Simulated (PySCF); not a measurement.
An unknown is described by computed data only.

Formula: C6H10N2Si.

* 1H NMR: chemical shifts (computed TMS as zero) by class: 7.36 (1 H), 6.52 (1 H), 4.46 (3 H), 3.20 (1 H), 1.52 (2 H), 0.89 (2 H) ppm [GIAO B97-2/pcSseg-1]
* XPS: Si2p3/2 106.9, C1s 289.9, C1s 290.5, C1s 290.5, C1s 290.7 (×2), C1s 291.9, N1s 404.7, N1s 406.6, Si1s 1846.7 eV [ΔSCF SCAN, pcX-2 on the ionised atom, pcseg-1 elsewhere, spin-free X2C, 2p3/2 from a spin–orbit splitting computed afterwards within the 2p shell]
* Rotational structure: rotational constants A, B, C: 1.975, 1.213, 0.806 GHz [PBE0-D3(BJ)/def2-SVP]
* NMR, other nuclei: isotropic shieldings of nuclei other than C and H, by class: -72 (1 N), 18 (1 N), 439 (1 Si) ppm [GIAO B97-2/pcSseg-1]
* 13C NMR: chemical shifts (computed TMS as zero) by class: 138.9 (1 C), 129.4 (1 C), 120.0 (1 C), 35.1 (1 C), 9.1 (2 C) ppm [GIAO B97-2/pcSseg-1]
* Polarisability: 109.4 au [PBE0/def2-SVPD]

Electronic properties: PySCF, gas phase, density fitting. Levels stand in brackets. NMR shifts are as computed; neighbouring signals can stand in another order in a measured spectrum. One conformer (not necessarily the lowest) at the PBE0-D3(BJ)/def2-SVP geometry, without solvent, vibrations or thermal averaging. NMR values are class means; diastereotopic atoms form classes of their own.

Question: Give a SMILES that accounts for the data.

Answer: Numbering: `[SiH3:1][c:2]1[cH:3][cH:4][n:5][n:6]1[CH:7]1[CH2:8][CH2:9]1`. Its formula, C6H10N2Si, gives 4 degrees of unsaturation: 2 rings and 2 π bonds in the structure found (Kekulé form). 6 carbons fall into 5 classes; from least to most shielded: aromatic CH next to a ring nitrogen [C4] (138.9 ppm), substituted aromatic carbon [C2] (129.4 ppm), aromatic CH carbon [C3] (120.0 ppm), ring sp3 carbon bound to nitrogen [C7] (35.1 ppm), three-membered-ring carbon [C8/C9] (9.1 ppm, 2 C, up to 3.2 ppm apart in this geometry). Hydrogen classes from least to most shielded: 1 H on an aromatic CH next to a ring nitrogen, C4 (7.36 ppm), 1 H on an aromatic CH carbon, C3 (6.52 ppm), 3 H on an SiH3 silicon, Si1 (4.46 ppm), 1 H on an sp3 carbon bound to nitrogen, C7 (3.20 ppm), 2 H on 2 three-membered-ring carbons, C8/C9 (1.52 ppm, a mean of values up to 1.1 ppm apart in this geometry), 2 H on 2 three-membered-ring carbons, C8/C9 (0.89 ppm). The other shieldings belong to: -72 ppm, pyridine-type nitrogen [N5]; 18 ppm, pyrrole-type nitrogen [N6]; 439 ppm, SiH3 silicon [Si1]. The core levels belong to: Si2p3/2 106.9 eV, SiH3 silicon [Si1]; C1s 289.9 eV, aromatic CH carbon [C3]; C1s 290.5 eV, aromatic CH next to a ring nitrogen [C4]; C1s 290.5 eV, substituted aromatic carbon [C2]; C1s 290.7 eV, three-membered-ring carbon [C8/C9]; C1s 291.9 eV, sp3 carbon bound to nitrogen [C7]; N1s 404.7 eV, pyridine-type nitrogen [N5]; N1s 406.6 eV, pyrrole-type nitrogen [N6]; Si1s 1846.7 eV, SiH3 silicon [Si1]. One atom of each topological class was ionised and stands for its class. The optimised geometry has point group C1 and is an asymmetric top. Structure: `[SiH3]c1ccnn1C1CC1`. Computed isomers that give other values at the same levels: `N[SiH2]Nc1ccccc1` (rotational constant A: 4.340 GHz; this holds for the one conformer computed); `[SiH3]NNc1ccccc1` (rotational constant A: 3.852 GHz; this holds for the one conformer computed); `N[SiH](N)c1ccccc1` (static isotropic polarisability: 111.0 au). The assignments are read from this structure; whether some other isomer fits the data as well wasn't checked.

The values belong to the conformer `[SiH3:1][c:2]1[cH:3][cH:4][n:5][n:6]1[CH:7]1[CH2:8][CH2:9]1`: N5–N6–C7–C8 -48°.
